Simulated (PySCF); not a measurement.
Computed with PBE-D3(BJ)/def2-TZVP // BP86-D3(BJ)/def2-SVP (PySCF). All species are isolated molecules in the gas phase. One relaxed conformer stands for a flexible species; it need not be the lowest. 

Reference species: [Ti(NH2)4] (neutral, multiplicity 1).

The coordination number comes out as 4 and the HOMO is -5.42 eV. The charge on the central atom (Mulliken) is 1.45 e. The mean distance from the central atom to its bonded neighbours comes out as 1.899 Å.

After one change: the coordination number hardly moves; the HOMO drops by 1.33 eV; the charge on the central atom (Mulliken) falls by 0.71 e; the mean distance from the central atom to its bonded neighbours drops by 0.150 Å.

Problem. Name the change that produced these shifts. The new species is one of these.
(A) [Ti(NH2)3(H)]
(B) [Ti(NH2)(H)3]
(C) [Ti(H)4]

Solution. B, [Ti(NH2)(H)3]
